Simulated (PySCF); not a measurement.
Species: C6HF2N.
Bonds: N1–C2 (triple), C2–C3, C3–F4, C3–C5 (double), C5–C6 (double), C6–C7 (double), C7–C8 (double), C8–F9. Hydrogens: H10 on C8.

Method: PBE0-D3(BJ)/def2-SVP geometry optimisation, gas phase in PySCF; density fitting, grid level 2; the optimiser is geomeTRIC in internal coordinates, started from a GFN2-xTB structure.

Step 2: E = -13132.5602 eV
```
atom  x, y, z in Å  |  force x, y, z in eV/Å
N1     -3.0455    1.8628   -1.7990    0.043   0.006  -0.075
C2     -2.6409    0.9489   -1.2110   -0.205  -0.152   0.233
C3     -2.1623   -0.1607   -0.4431    0.165  -0.150  -0.173
F4     -3.0665   -1.0693   -0.0905   -0.125   0.188  -0.076
C5     -0.8836   -0.2952   -0.1371    0.144   0.094   0.069
C6      0.3575   -0.3108    0.1697   -0.055   0.046   0.055
C7      1.5892   -0.2939    0.5168    0.058   0.082   0.068
C8      2.8689   -0.2633    0.8313    0.071  -0.161  -0.082
F9      3.3465    0.3126    1.9189   -0.092   0.025   0.014
H10     3.6485   -0.7348    0.2219   -0.003   0.021  -0.032
```

Step 3: E = -13132.5682 eV
```
atom  x, y, z in Å  |  force x, y, z in eV/Å
N1     -3.0870    1.8329   -1.8178    0.021  -0.025  -0.037
C2     -2.6639    0.9383   -1.2130   -0.003   0.105   0.093
C3     -2.1523   -0.1501   -0.4402    0.052  -0.113  -0.195
F4     -3.0696   -1.0556   -0.1150    0.035  -0.029   0.079
C5     -0.8735   -0.2678   -0.1199   -0.096   0.067   0.053
C6      0.3666   -0.2814    0.1910    0.000   0.020   0.037
C7      1.6017   -0.2784    0.5272   -0.035  -0.014  -0.146
C8      2.8855   -0.2741    0.8241   -0.129  -0.069   0.135
F9      3.3440    0.2770    1.9329    0.141   0.008  -0.015
H10     3.6604   -0.7446    0.2083    0.014   0.051  -0.003
```

**Question.** Estimate the geometry and energy of step 4. (The exact step hangs on the optimiser's Hessian estimate; all steps are aligned on step 3, rigid shifts and turns removed.)

**Answer.** E = -13132.5722 eV, largest force 0.138 eV/Å
```
atom  x, y, z in Å  |  force x, y, z in eV/Å
N1     -3.1095    1.8201   -1.8281    0.009  -0.023  -0.007
C2     -2.6780    0.9305   -1.2218    0.053   0.112  -0.041
C3     -2.1471   -0.1573   -0.4630   -0.038   0.025   0.032
F4     -3.0605   -1.0629   -0.1272    0.076  -0.110   0.036
C5     -0.8743   -0.2433   -0.1115   -0.091   0.025  -0.003
C6      0.3618   -0.2470    0.2149   -0.003  -0.045  -0.006
C7      1.5972   -0.2569    0.5500    0.031   0.075   0.086
C8      2.8825   -0.2832    0.8403    0.091  -0.037  -0.049
F9      3.4065    0.2448    1.9321   -0.129   0.004  -0.023
H10     3.6331   -0.7484    0.1920    0.003  -0.027  -0.023
```

The energy changes by -0.0040 eV. The first-order estimate −F·Δx gives -0.0152 eV and the mean of the old and new forces, exact on a quadratic surface, -0.0040 eV. The step makes an angle of 71° with the force vector and moves no atom by more than 0.070 Å.

The cost below is that of the whole optimisation. Time: 68 s wall; peak memory 0.66 GiB. Hardware: one thread of an Arm Neoverse V1, shared host with 32 logical CPUs at a one-minute load of 60.
